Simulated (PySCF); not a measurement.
Atom-mapped SMILES (the numbers label the heavy atoms): `[SiH2:1]1[SiH2:2][SiH2:3][SiH2:4][SiH2:5]1` (H(Xn): hydrogen on atom n).

Geometry: PBE0-D3(BJ)/def2-SVP; GIAO absolute shieldings from PySCF 2.14, gas phase, non-relativistic, averaged over equivalent atoms.

At PBE0/pcSseg-1 (170 basis functions, 27 s wall time on 1 thread of an Intel Xeon Platinum 8259CL, shared host):
```
                             atoms  σ (ppm)
               Si1/Si2/Si3/Si4/Si5    456.1
H(Si1)/H(Si2)/H(Si3)/H(Si4)/H(Si5)    27.64
```

Task: Predict the values at KT3/pcSseg-2 on the same geometry.

Result: 
```json
{"atoms": "Si1/Si2/Si3/Si4/Si5", "σ at KT3/pcSseg-2": "460.6", "change": "+4.5"}
{"atoms": "H(Si1)/H(Si2)/H(Si3)/H(Si4)/H(Si5)", "σ at KT3/pcSseg-2": "27.70", "change": "+0.06"}
```

The largest change is at Si1/Si2/Si3/Si4/Si5 (silicon bonded to 2 Si, 2 H, in a 5-membered ring). Cost: 355 basis functions, 2.1 min wall time on 1 thread of an Intel Xeon Platinum 8259CL, shared host.
